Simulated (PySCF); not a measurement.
Dipole moment and polarisability of `C[SiH2]C([SiH3])(C#N)C#N`

Species: C₄H₈N₂Si₂.
Geometry (GFN2-xTB, Å), atoms numbered from 1 in this order:
```xyz
16
C4H8N2Si2 angstrom
C      2.081    0.001    0.773
Si     0.903   -1.044   -0.274
C     -0.868   -0.266   -0.094
Si    -1.023    1.564   -0.702
C     -1.234   -0.307    1.282
N     -1.492   -0.315    2.398
C     -1.772   -1.058   -0.859
N     -2.484   -1.685   -1.501
H      2.215    0.997    0.359
H      1.712    0.109    1.790
H      3.059   -0.466    0.825
H      1.223   -1.000   -1.704
H      0.821   -2.425    0.205
H     -0.209    2.373    0.204
H     -2.431    1.944   -0.643
H     -0.509    1.587   -2.069
```

Level: CAM-B3LYP/def2-SVPD (PySCF), static field, nuclei fixed, core orbitals frozen in the response. The polarisability tensor in these axes (au):

```
x   105.11   3.21   5.02
y     3.21  99.23   3.38
z     5.02   3.38 105.51
```

**Question.** What are the eigenvalues, a third of the trace, and Δα (Δα² = ½Σ(αi − αj)² over the three pairs)?

**Answer.** Principal values 97.54, 100.28 and 112.03 au; mean 103.28 au = 15.31 Å³ = 17.03 × 10⁻⁴⁰ C²·m²/J; Δα = 13.34 au (13 % of the mean).

**Question.** What is the dipole moment, and where does it point?

**Answer.** (4.34, 2.74, -1.38) D, 5.31 D in size, pointing from the negative to the positive side. Measured along this direction, the outermost atoms are N8 at the negative end and H9 at the positive end.

**Question.** Orientational against electronic polarisability at 400 K (dilute gas, rigid molecules)?

**Answer.** In Gaussian units μ²/3kT = 170.26 Å³ against 15.31 Å³, a ratio of 11.12; the Debye molar polarisation (4π/3)N_A(α + μ²/3kT) is 468.1 cm³/mol, leaving out the vibrational part.

**Question.** Find the Langevin capture rate constant for NH4+ (18.034 u) meeting this molecule (140.023 u), k = 2.342 × 10⁻⁹ cm³/s × √(α in Å³ / reduced mass in u).

**Answer.** The reduced mass is 15.98 u, so k = 2.29 × 10⁻⁹ cm³/s. The formula leaves out the permanent dipole, which adds to the capture rate.

**Question.** Estimate the molar refractivity from the static electronic polarisability.

**Answer.** Lorentz–Lorenz: R = (4π/3)N_A α = 2.5225 cm³/(mol·Å³) × 15.31 Å³ = 38.6 cm³/mol, in the limit of long wavelengths.

**Question.** What would n − 1 = 2πNα be for an ideal gas of these molecules at 500 K and 1 atm, electronic part alone?

**Answer.** N = p/kT = 1.4678 × 10¹⁹ cm⁻³, so n − 1 = 2π × N × 15.31 × 10⁻²⁴ cm³ = 1412 × 10⁻⁶ at long wavelengths.

**Question.** Directions of the eigenvectors, and the extent of the frame along each?

**Answer.** Largest value along (0.65, 0.34, 0.68), where the nuclei span 5.60 Å; middle along (0.72, -0.01, -0.69), 4.80 Å; least along (-0.23, 0.94, -0.25), 5.07 Å. The strongest response lies along the longest span, while the other two are in reverse order.

Isolated species at its GFN2-xTB geometry (one conformer only).
